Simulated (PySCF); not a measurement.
Cost against size for one kind of job: PBE0-D3(BJ)/def2-SVP geometry optimisation, gas phase in PySCF 2.14.0; work: geometry optimisation from a GFN2-xTB start shaken at random. Hardware: Arm Neoverse N1, one thread, no GPU, shared host. The host was shared with other jobs, so the times are rough. Peak memory is the resident size of the whole Python process, interpreter and libraries included.

```tsv
species (SMILES)	atoms	electrons	basis functions	SCF cycles	gradient evaluations	wall time	peak memory
CCBr	8	52	85	24	4	15 s	0.36 GiB
[SiH3]O/C=C\Br	10	74	117	62	9	?	?
[BH3-][N@H+](C)C(C)C	20	50	154	29	5	81 s	0.66 GiB
CO[Si@@H]([GeH3])C[SiH3]	18	92	170	68	11	5.1 min	0.72 GiB
ClC(Cl)(Cl)C1=C[O][AlH2-][O+]=C1	14	108	176	82	11	6.1 min	0.83 GiB
```

Problem. Estimate the withheld figures.

Solution. `[SiH3]O/C=C\Br`: 82 s, 0.48 GiB.

Problem. With all rows, how does the wall time grow with the number of basis functions N?

Solution. A straight line through log(time) against log(N) has slope 3.9 between N = 85 and 176, and the rows scatter about it by a factor of about 1.7 (standard error of the fit). This is a fit to these rows, whose iteration counts differ, not the method's formal scaling.

Problem. Which species took longest, and how many times the shortest run?

Solution. `ClC(Cl)(Cl)C1=C[O][AlH2-][O+]=C1`, at 6.1 min: about 24 times the shortest (15 s).
